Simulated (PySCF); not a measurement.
`CCCCNC=O`, C5H11NO

Geometry (Å), atoms numbered from 1 in this order:
```xyz
18

C     2.2737    0.9089   -0.5725
C     1.0875    0.3774    0.2163
C     0.1952   -0.5532   -0.5937
C    -0.9862   -1.1231    0.1827
N    -1.9161   -0.1206    0.6510
C    -3.1157    0.0966    0.0570
O    -3.5502   -0.5188   -0.8888
H     2.9001    1.5782    0.0362
H     2.9142    0.0875   -0.9313
H     1.9410    1.4757   -1.4566
H     1.4471   -0.1544    1.1160
H     0.4875    1.2285    0.5846
H    -0.1892   -0.0225   -1.4818
H     0.7953   -1.3978   -0.9749
H    -1.5664   -1.7989   -0.4611
H    -0.6265   -1.7115    1.0447
H    -1.6547    0.4781    1.4233
H    -3.6818    0.9241    0.5511
```

The calculation used TDDFT CAM-B3LYP/aug-cc-pVDZ excited states, vertical, gas phase (PySCF 2.14.0). Geometry: PBE0-D3(BJ)/def2-SVP.

How strongly do the lowest singlets absorb one photon, and two photons of half the energy?

δ for parallel linear polarisation; σ at the peak of a Lorentzian of half width 0.1 eV, single beam; Ω is circular over linear.
```
state  E (eV)      f  photon λ (nm)  δ (au)  σ (GM)     Ω                                    main
   S1    5.73  0.001            433    1.25    0.01  1.33  HOMO−1→LUMO+9 0.49, HOMO−1→LUMO+8 0.10
   S2    6.26  0.007            396    25.6    0.37  1.27        HOMO→LUMO 0.71, HOMO→LUMO+1 0.10
   S3    6.69  0.034            371     171    2.80  0.36    HOMO−1→LUMO 0.56, HOMO−1→LUMO+1 0.12
   S4    7.05  0.063            352     106    1.92  0.27      HOMO→LUMO+2 0.42, HOMO→LUMO+1 0.27
   S5    7.29  0.007            340    40.6    0.79  0.30      HOMO→LUMO+3 0.44, HOMO→LUMO+2 0.17
   S6    7.33  0.074            338    36.8    0.72  1.49    HOMO−1→LUMO+3 0.27, HOMO→LUMO+9 0.15
```

Among these, the strongest one-photon state is S6, the strongest two-photon state S3, with a dipole change of 7.6 D (relaxed, norm of the difference vector).
